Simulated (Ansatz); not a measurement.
Ansatz results at the PBE0-D4/def2-TZVP geometry: ideal-gas entropy at 298 K and 1 bar (rigid rotor, harmonic PBE0-D4/def2-TZVP) 319 J/(mol·K); HOMO energy (B3LYP/def2-TZVPP) -7.96 eV; zero-point energy (PBE0-D4/def2-TZVP) 122.8 kJ/mol.

Each molecule was computed in one conformer, which needn't be the lowest.

Question: Which molecule gave them?
A. `C[CH2][AlH][SeH]`
B. `[Cl][Al]1[CH2][SiH2]1`
C. `N=[C](F)[GeH3]`
D. `ClB[TeH]`

Answer: C. The others give `C[CH2][AlH][SeH]`: 358, -6.99, 209.6; `ClB[TeH]`: 303, -6.91, 54.7; `[Cl][Al]1[CH2][SiH2]1`: 336, -6.14, 112.5.

B3LYP here is the variant with VWN-RPA as its local correlation; programs differ in this.
